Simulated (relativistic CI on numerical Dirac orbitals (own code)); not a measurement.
Er²⁺: what numerical and physical settings do to a radial Dirac CI calculation

Reference input:

```
atom Er  Z=68  charge=2  electrons=66
nucleus A=166  rms_radius_fm=5.2516
hamiltonian dirac-coulomb  breit=on  qed=on  c_scale=1
orbitals kli  potential=per-configuration
slater_scale 1
correlation none
mixing on
grid step=0.0125 r_max=86.5
scf mixing=0.4 start=green max_iterations=150 tolerance=2e-08 node_fill=0.05
configurations
  [Xe] 4f12
  [Xe] 4f11 6s
end
```

Computed lowest total energy -13070.32789 Ha, first excitation 1248.1 cm⁻¹, 27 SCF steps. Runs with settings changed; * marks those that are bad on purpose:

| Changed | Outcome | Lowest level | ΔE (Ha) | First excitation (cm⁻¹) | SCF steps | Message |
| --- | --- | --- | --- | --- | --- | --- |
| SCF mixing 0.2 | converged | 4f¹¹6s ⁵I°8 | -3.12e-09 | 1248.1 | 42 |  |
| start potential previous | converged | 4f¹¹6s ⁵I°8 | 1.29e-09 | 1248.1 | 24 |  |
| end of the grid at 129.75 bohr, node fill of the KLI weights 0.5, QED terms off | converged | 4f¹¹6s ⁵I°8 | -8.52 | 1243.8 | 27 |  |
| node fill of the KLI weights 0 | converged | 4f¹¹6s ⁵I°8 | 0.00553 | 1248.3 | 26 |  |
| charge 3 * | refused |  |  |  | 0 | configuration [Xe] 4f12 has 66 electrons, the ion has 65 |
| SCF tolerance 1e-14 * | not converged |  |  |  | 119 | SCF of 1s2 2s2 2p6 3s2 3p6 3d10 4s2 4p6 4d10 4f11 5s2 5p6 6s did not converge |

With so few configurations and no correlation the model can put configurations in the wrong order; the tabulated ground configuration is [Xe] 4f12.
